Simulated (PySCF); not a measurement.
# Working out the ionisation energy of K⁺

K⁺ [Ar] (1S) → K²⁺ [Ne] 3s2 3p5 (2P). Calculation: PySCF 2.14, in Sapporo-DKH3-DZP-2012 (6s5p1d, 26 functions); the spin-free X2C one-electron Hamiltonian (Gaussian nucleus). Frozen: [Ne] 3s2. Energies in hartree (1 hartree = 27.21139 eV):

```tsv
part	K⁺ (lower)	K²⁺ (upper)
UHF	-601.297166	-600.177139
CCSD correlation	-0.152327	-0.109552
(T)	-0.000430	-0.000155
```

Problem. What does Hartree-Fock give?

Solution. (-600.177139) − (-601.297166) = 1.120027 hartree = 30.477 eV.

Problem. What do CCSD and CCSD(T) give?

Solution. The CCSD correlation energies differ by 0.042775 hartree = 1.164 eV and the triples by 0.000275 hartree = 0.007 eV, so CCSD gives 31.641 eV and CCSD(T) 31.648 eV.

Reference: 31.625 eV (measured; NIST Atomic Spectra Database, ionization energies), between the lowest levels; spin-orbit coupling is absent from the calculation.

A double-zeta basis recovers only part of the correlation energy.

What remains against the reference includes basis incompleteness, the frozen core and higher excitations.
